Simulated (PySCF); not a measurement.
**Telling isomers of C$_{7}$H$_{9}$OP apart by NMR**

PySCF 2.14 calculation with GFN2-xTB geometry and NMR shieldings at PBE0/pcSseg-1/GIAO; no solvent, one conformer, equivalent nuclei averaged, relativity neglected.

Referencing at the same level of theory: ¹H and ¹³C against TMS. Splittings of carbon signals by F and P are missing where no couplings were computed. Where no couplings were computed, multiplicities follow the n + 1 count of equivalent neighbours, and m marks all less simple cases (inequivalent or close neighbours, rings, F or P nearby). Shifts are as computed. Against solution values, carbons near 30 ppm lie about +3 ppm off and those near 130 ppm about +5 ppm. Of 1211 compounds with measured shifts, 218 miss one by over three times the rms of a fit or turn the order of signals round; such compounds aren't used in these exercises.

(1) Tabulate the signals of `C=CC1=C[P@](C)(=O)C=C1`, `C=CP(=O)(C#CC)C=C`, `C=C[P@]1(=O)C=CC(C)=C1`, `COc1cccpc1C` and their relative energies.

(2) What is the quickest way to tell C=CC1=C[P@](C)(=O)C=C1 from C=C[P@]1(=O)C=CC(C)=C1?

(3) What is the quickest way to tell C=CP(=O)(C#CC)C=C from COc1cccpc1C?

(4) What is the quickest way to tell C=CC1=C[P@](C)(=O)C=C1 from COc1cccpc1C?

Results:

(1) 
```json
{"SMILES": "C=CC1=C[P@](C)(=O)C=C1", "carbon types": "1×C 4×CH 1×CH2 1×CH3", "δC": "153.6, 141.7, 141.4, 140.8, 135.6, 125.3, 18.2", "δH": "7.17 (m, 1H), 6.84 (m, 1H), 6.47 (m, 1H), 6.02 (m, 1H), 5.86 (m, 1H), 5.78 (m, 1H), 1.51 (m, 3H)", "E rel. (kcal/mol)": "10.4"}
{"SMILES": "C=CP(=O)(C#CC)C=C", "carbon types": "2×C 2×CH 2×CH2 1×CH3", "δC": "141.8, 140.5, 107.6, 82.3, 5.4", "δH": "6.74 (m, 2H), 6.47 (m, 2H), 6.27 (m, 2H), 2.10 (s, 3H)", "E rel. (kcal/mol)": "47.7"}
{"SMILES": "C=C[P@]1(=O)C=CC(C)=C1", "carbon types": "1×C 4×CH 1×CH2 1×CH3", "δC": "158.4, 149.5, 144.9, 141.4, 138.0, 131.5, 22.3", "δH": "7.16 (m, 1H), 6.72 (m, 1H), 6.69 (m, 1H), 6.36 (m, 1H), 5.89 (m, 1H), 5.88 (m, 1H), 2.08 (s, 3H)", "E rel. (kcal/mol)": "14.0"}
{"SMILES": "COc1cccpc1C", "carbon types": "2×C 3×CH 2×CH3", "δC": "167.3, 166.7, 154.1, 139.0, 114.2, 55.2, 23.8", "δH": "8.48 (m, 1H), 8.06 (m, 1H), 6.86 (m, 1H), 4.05 (s, 3H), 2.75 (m, 3H)", "E rel. (kcal/mol)": "0.0"}
```

Energies are electronic energies at PBE0/pcSseg-1 on these geometries, without zero-point or thermal terms, each for the one conformer computed, which needn't be the lowest.

(2) Both give the same number of carbon signals, with the same numbers of each carbon type, so the positions decide. The first has a terminal =CH2 carbon at 125.3 ppm, the second a terminal =CH2 carbon at 144.9 ppm. Their most deshielded carbons lie at 153.6 and 158.4 ppm.

(3) Count the carbon signals: 5 against 7. The first has a terminal =CH2 carbon at 140.5 ppm, the second a substituted aromatic carbon (C) at 167.3 ppm. Their most deshielded carbons lie at 141.8 and 167.3 ppm. In the proton spectra the most deshielded non-exchanging signals are 6.74 (m, 2H) and 8.48 (m, 1H).

(4) Both give the same number of carbon signals, but DEPT or the intensities differ. The first has a terminal =CH2 carbon at 125.3 ppm, the second a methyl carbon bonded to O (CH3) at 55.2 ppm. Their most deshielded carbons lie at 153.6 and 167.3 ppm. In the proton spectra the most deshielded non-exchanging signals are 7.17 (m, 1H) and 8.48 (m, 1H).
